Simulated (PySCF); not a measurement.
Ge(H)3(Et) (C2H8Ge), SMILES C[CH2][GeH3].

Coordinates come from a B3LYP-D3(BJ)/def2-SVP optimisation.

Method: PySCF with r2SCAN/def2-TZVPD.

Gas-phase values at a fixed geometry.

The total energy is -2157.98434 hartree and the point group is Cs. The highest occupied level comes out as -7.29 eV and the lowest empty level is 0.22 eV. The orbital gap is 7.51 eV and the dipole moment is 0.85 D. The quadrupole, principal values (traceless, Buckingham form, about the centre of nuclear charge) is -0.53, 0.22, 0.31 D·Å. The mean static polarisability comes out as 60.8 bohr³ (9.01 Å³) and the polarisability, principal values is 54.7, 57.4, 70.2 bohr³.
